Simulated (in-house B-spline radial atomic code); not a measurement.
Configurations of Si, with energies counted from [Ne] 3s2 3p2. Computed with a B-spline radial code for spherical atoms: scalar-relativistic (X2C) Hartree-Fock with fractional occupations, spin-polarised, spherical fractional occupations, Fermi nucleus of rms radius 3.1224 fm. Shells without spins written out take the highest spin.

Caution: exact exchange at fractional occupations of open shells leaves self-interaction of up to several eV.

Occupations are held fixed; configurations that lie above the ionisation limit could autoionise.

```csv
configuration,E - E(ref) (eV),highest orbital,its <r> (bohr)
[Ne] 3s1 3p3,-0.093146,3p up,2.61
"[Ne] 3s2 3p(1 up, 0 down) 3d(1 up, 0 down)",7.0566,3d up,14.61
[Ne] 3s2 3p1 4d1,7.3776,4d up,25.59
[Ne] 3s1 3p2 4s1,8.7635,4s up,6.684
[Ne] 3s1 3p2 4d1,11.369,4d up,23.8
"[Ne] 3s(0 up, 1 down) 3p(1 up, 1 down) 4s(1 up, 0 down)",15.068,4s up,7.027
[He] 2s2 2p5 3s2 3p2 4f1,122.36,4f up,29.72
```

Task: Order these further configurations by energy, lowest first.
A. [He] 2s2 2p5 3s2 3p3
B. [Ne] 3s2 3p(1 up, 1 down)
C. [Ne] 3s2 3p(1 up, 0 down) 4f(1 up, 0 down)
D. [He] 2s2 2p5 3s2 3p2 4d1
E. [He] 2s2 2p5 3s2 3p2 3d1

Result: B (3.2773 eV), C (7.4953 eV), A (109.38 eV), E (121.89 eV), D (122.21 eV).

Task: How far above the reference does [He] 2s2 2p5 3s2 3p2 4s1 lie?

Result: 119.49 eV; its least bound orbital is 4s up with <r> = 6.469 bohr.

Task: How far above the reference does [Ne] 3s2 3p(1 up, 0 down) 4p(1 up, 0 down) lie?

Result: 6.5637 eV; its least bound orbital is 4p up with <r> = 11.28 bohr.

Task: Is the reference the lowest configuration at this level of theory?

Result: No: [Ne] 3s1 3p3 lies 0.09315 eV lower with this functional.
